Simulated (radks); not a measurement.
The numbers below are computed, except where a source is named.
Valence configurations of Br2+ (all share [Ar]). Level of theory: scalar-relativistic Kohn-Sham, r2SCAN, spin-unpolarised, spherical densities, finite nucleus; meta-GGA in the generalised Kohn-Sham scheme; Fermi nuclear charge, rms radius 4.1629 fm (a radial shooting solver on a logarithmic mesh with Libxc functionals). Energies are relative to 3d10 4s2 4p3; eigenvalues in eV.

valence           E (eV)    e(3d)    e(4p)    e(4s)
3d10 4s2 4p3       0.000  -92.193  -28.502  -42.619
3d8 4s2 4p5       149.21  -119.18  -33.288  -49.076
3d10 4s1 4p4      14.143  -93.777  -29.203  -43.377
3d9 4s2 4p4       69.054  -105.48  -30.931  -45.906
3d8.5 4s1.5 4p5   115.41  -113.00  -32.435  -47.855
3d10 4p5          28.339  -95.327  -29.859        -
3d7.5 4s1.5 4p6   201.69  -126.87  -34.749  -50.961
3d9.5 4s2 4p3.5   33.170  -98.782  -29.727  -44.279
3d10 4s1.5 4p3.5   7.064  -92.989  -28.858  -43.005
3d8 4s1.5 4p5.5   157.11  -119.89  -33.596  -49.418

NIST lists [Ar] 3d10 4s2 4p3 as the ground configuration; this level of theory agrees among the configurations tried. The energies are those of spherical spin-averaged densities, not of single terms.
